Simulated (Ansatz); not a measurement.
CH$_{7}$FOSi$_{2}$ (`C[SiH2]O[SiH2]F`). Total charge 0; spin multiplicity 1. All single points use the PBE0-D4/def2-TZVP geometry. It is one conformer, not always the lowest.

```xyz
12

C    -0.273    1.199    1.494
Si   -0.554   -0.533    0.891
O     0.445   -0.868   -0.376
Si    0.739   -0.663   -1.950
F     0.812    0.898   -2.281
H     0.760    1.334    1.825
H    -0.476    1.924    0.702
H    -0.933    1.421    2.337
H    -1.964   -0.711    0.446
H    -0.253   -1.528    1.951
H     2.056   -1.250   -2.271
H    -0.359   -1.223   -2.768
```

Task: What is the dipole moment at r2SCAN/def2-TZVPP? (Estimate.)

Result: The calculation gave: 0.85 D, with components (-0.28, -0.13, 0.80) D in this frame, pointing from negative to positive charge.

Task: And with PBE, B3LYP, ωB97M-V? (Estimate.)

Result: The calculation gave: PBE 0.85 D, B3LYP 0.86 D, ωB97M-V 0.85 D.

Task: Give the Mulliken charges with r2SCAN, PBE, ωB97M-V in def2-TZVPP. (Estimate.)

Result: Computed: 
```
atom  r2SCAN    PBE  ωB97M-V
  C1   -0.30  -0.36    -0.44
 Si2    0.48   0.38     0.39
  O3   -0.42  -0.31    -0.39
 Si4    0.68   0.56     0.57
  F5   -0.33  -0.29    -0.32
  H6    0.08   0.11     0.12
  H7    0.08   0.11     0.12
  H8    0.07   0.10     0.12
  H9   -0.09  -0.08    -0.04
 H10   -0.09  -0.07    -0.04
 H11   -0.09  -0.08    -0.04
 H12   -0.09  -0.08    -0.05
```

B3LYP here is the variant with VWN-RPA as its local correlation; programs differ in this.
